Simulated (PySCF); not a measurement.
How the method changes the constants of MgSe

State: ¹Σ⁺ (singlet), closed shell. Set-up: basis Mg pcseg-1, Se pcseg-1; no relativity; PySCF 2.14. De refers to Mg + Se in their high-spin ground configurations, without counterpoise correction. A positive dipole means Mg(−)Se(+).

```csv
Level,Re (Å),ωe (cm⁻¹),De (eV),μ (D),"CPU s a point (SCF and correlation, without the integrals)"
RHF,2.283,404,-0.045,-9.03,0.023
RHF-MP2,2.290,433,1.28,n/a,0.037
RHF-SCS-MP2,2.300,418,1.13,n/a,n/a
RHF-CCSD,2.322,380,0.87,n/a,n/a
RHF-CCSD(T),2.322,386,1.02,n/a,0.38
PBE,2.293,406,1.76,-7.04,0.44
BLYP,2.307,392,1.54,-6.76,0.45
r²SCAN,2.270,428,1.81,-7.72,0.62
M06-L,2.282,401,1.61,-6.98,0.66
r²SCANh,2.266,430,1.71,-7.89,0.6
PBE0,2.275,419,1.55,-7.72,0.72
CAM-B3LYP,2.266,417,1.26,-7.70,0.68
```

The bond length runs from 2.266 Å (CAM-B3LYP) to 2.322 Å (RHF-CCSD(T)). De spans -0.04 eV (RHF, mean field) to 1.81 eV (r²SCAN, meta-GGA). Correlation at CCSD(T) changes the Hartree–Fock bond energy by +1.06 eV; the triples alone change it by +0.15 eV.

Correlated steps freeze 10 core orbitals. Correlated levels converge slowly with the basis: in double zeta they bind strong bonds too weakly, by up to about 1 eV, and carry superposition errors of some tenths. Where the molecule has an RHF reference, its open-shell atoms are computed with UHF. A negative De means that the minimum lies above the separated atoms at that level.

The whole job (state search and all levels along the bond) took about 1.3 min on 1 thread of Arm Neoverse V2 (shared host), peak memory 0.43 GiB.
